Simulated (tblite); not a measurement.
Species: C3H6F3NSi3.
Bonds: N1–C2 (triple), C2–Si3, Si3–C4, C4–F5, C4–F6, C4–F7, Si3–Si8, Si8–C9, C9–Si10, Si3–Si10. Hydrogens: H11, H12 on Si8; H13, H14 on C9; H15, H16 on Si10.

Computed geometry: GFN2-xTB, gas phase.

Some entries are withheld. Bonds in one row agree within 0.01 Å.

| coordinate | value |
| --- | --- |
| N1≡C2 | ? |
| C2–Si3 | ? |
| Si3–C4 | ? |
| C4–F5, C4–F7 | ? |
| C4–F6 | ? |
| Si3–Si8, Si3–Si10 | 2.358 Å |
| Si8–C9, C9–Si10 | 1.937 Å |
| Si8–H11, Si10–H15 | 1.464 Å |
| Si8–H12, Si10–H16 | 1.464 Å |
| C9–H13 | 1.089 Å |
| C9–H14 | 1.089 Å |
| N1–C2–Si3 | 176.4° |
| C2–Si3–C4 | 98.7° |
| C2–Si3–Si8 | 125.3° |
| C4–Si3–Si8 | 113.0° |
| Si8–Si3–Si10 | ? |
| Si3–C4–F5 | 114.1° |
| Si3–C4–F6 | 109.5° |
| F5–C4–F6 | ? |
| F5–C4–F7 | ? |
| Si3–Si8–C9 | ? |
| Si8–C9–Si10 | 106.4° |

Problem. Estimate the withheld lengths and angles.

Solution. 
- N1≡C2 = 1.147 Å, drawn triple (cyano nitrogen to cyano carbon); 0.25 Å below the sum of covalent radii, 1.40 Å.
- C2–Si3 = 1.866 Å, drawn single (cyano carbon to four-coordinate silicon); 0.07 Å above the sum of covalent radii, 1.80 Å.
- Si3–C4 = 1.961 Å, drawn single (four-coordinate silicon to CF3 carbon); 0.09 Å above the sum of covalent radii, 1.87 Å.
- C4–F5, C4–F7 = 1.347 Å, drawn single (CF3 carbon to fluorine of a CF3 group); 0.02 Å above the sum of covalent radii, 1.33 Å.
- C4–F6 = 1.356 Å, drawn single (CF3 carbon to fluorine of a CF3 group); 0.03 Å above the sum of covalent radii, 1.33 Å.
- Si8–Si3–Si10 = 82.2°, at the four-coordinate silicon, inside a 4-membered ring; the outer atoms are 3.101 Å apart.
- F5–C4–F6 = 105.9°, at the CF3 carbon; the outer atoms are 2.158 Å apart.
- F5–C4–F7 = 106.6°, at the CF3 carbon; the outer atoms are 2.160 Å apart.
- Si3–Si8–C9 = 85.7°, at the SiH2 silicon, inside a 4-membered ring; the outer atoms are 2.938 Å apart.

Radii are Cordero's, carbon taken as 0.76, 0.73 or 0.69 Å for four, three, and two or fewer neighbours.

Its GFN2-xTB frequencies are all real (lowest 24 cm⁻¹).

Shape of the structure used: `[N:1]#[C:2][Si:3]1([C:4]([F:5])([F:6])[F:7])[SiH2:8][CH2:9][SiH2:10]1`: C2–Si3–C4–F5 61°.
